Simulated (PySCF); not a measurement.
Spectroscopy problems

PySCF 2.14 calculation with structure optimised with GFN2-xTB and σ from GIAO-PBE0/pcSseg-1; isolated molecule, single conformer, averaged over atoms made equivalent by symmetry, fast rotation or ring inversion, no relativistic terms.

Referencing at the same level of theory: TMS for 1H and 13C. Where no couplings were computed, multiplicities follow the n + 1 count of equivalent neighbours, and m marks all less simple cases (inequivalent or close neighbours, rings, F or P nearby). Shifts are as computed. Against solution values, carbons near 30 ppm lie about +3 ppm off and those near 130 ppm about +5 ppm. Of 1211 compounds with measured shifts, 218 miss one by over three times the rms of a fit or turn the order of signals round; such compounds aren't used in these exercises.

(1) C8H10O2. 1H NMR (600 MHz, computed): δ 7.32 (s, 2H), 1.78 (q, 2H), 1.14 (s, 3H), 0.65 (t, 3H). 13C{1H} NMR (computed): δ 216.9 (C), 155.9 (CH), 53.9 (C), 31.7 (CH2), 23.5 (CH3), 12.6 (CH3). Identify the compound.

(2) C8H10O2. 1H NMR (600 MHz, computed): δ 4.41 (m, 1H), 4.34 (m, 1H), 2.37 (m, 1H), 2.34 (m, 1H), 2.13 (m, 1H), 1.86 (m, 1H), 1.68 (d, 1H), 1.40 (d, 3H). 13C{1H} NMR (computed): δ 177.6, 93.3, 76.6, 65.6, 42.5, 35.1, 31.4, 17.8. Identify the compound.

Answers

(1) `C1=CC(=O)C(CC)(C)C1=O`. Rings plus π bonds: 4 (1 ring in the answer). 6 carbon signals for 8 carbons: some carbons are equivalent by symmetry or fast rotation. Carbon types of the structure: 3 × C, 2 × CH, 1 × CH2, 2 × CH3, which accounts for all hydrogens. δC 216.9: ketone carbonyl carbon; low-lying n→π* states of the double bond to the heteroatom give a large paramagnetic term (-279 ppm). δC 155.9: β carbon of a C=C–C=O unit; conjugation with the carbonyl draws π density from the β position. δC 23.5, 12.6: methyl carbon; a saturated carbon with 1 carbon neighbour and no heteroatom attached. δH 7.32: hydrogen on a β carbon of a C=C–C=O unit; a vinylic proton, deshielded by the sp2 carbon and the C=C anisotropy.

The data come from this structure; uniqueness wasn't tested.

(2) `InChI=1S/C8H10O2/c1-3-7-4-5-10-8(9)6(7)2/h1,6-7H,4-5H2,2H3/t6-,7+/m0/s1`. Rings plus π bonds: 4 (1 ring in the answer). 8 carbon signals for 8 carbons: no two carbons are equivalent. Carbon types of the structure: 2 × C, 3 × CH, 2 × CH2, 1 × CH3, which accounts for all hydrogens. δC 177.6: ester carbonyl carbon; lone-pair donation from the attached heteroatom keeps it upfield of a ketone carbonyl. δC 93.3: alkyne carbon; the triple bond shields along its axis, which puts it between sp3 and sp2 carbons. δC 76.6: terminal alkyne carbon; the triple bond shields along its axis, which puts it between sp3 and sp2 carbons. δC 65.6: sp3 CH2 bonded to O; deshielded by the electronegative neighbour.

The shifts were computed for this structure.
